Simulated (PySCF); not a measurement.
**How methods differ on the ionisation energy of Ni¹⁴⁺**

Ni¹⁴⁺ [Ne] 3s2 3p2 (3P) → Ni¹⁵⁺ [Ne] 3s2 3p1 (2P), as a difference of total energies. Calculation: PySCF 2.14, in an even-tempered Gaussian basis (19 s from 0.93 bohr⁻², ratio 2.5; 12 p from 1.2 bohr⁻², ratio 2.5; 5 d from 6.3 bohr⁻², ratio 2.7; 4 f from 9.5 bohr⁻², ratio 2.7); scalar relativity by spin-free X2C-1e. Correlated levels: outer shells: 1s2 frozen; virtual orbitals above 40 to 60 times the deepest correlated orbital energy dropped. The calculations carry no spin-orbit coupling.

```csv
method,ionisation energy (eV)
UHF,460.43
LDA,461.61
PBE,461.60
PBE0,461.61
r2SCAN,461.90
BHandHLYP,461.62
B2PLYP,461.47
MP2 (outer shells),461.01
SCS-MP2 (outer shells),460.85
```

Task: How much does correlation contribute at MP2 (outer shells)?

Result: 461.01 − (460.43) = 0.58 eV, measured against UHF.

A first-order spin-orbit estimate (lowest level to lowest level, LS coupling) adds -0.082 eV.

For comparison: 462.8 ± 1.1 eV (semi-empirical (NIST evaluation); NIST Atomic Spectra Database, ionization energies).
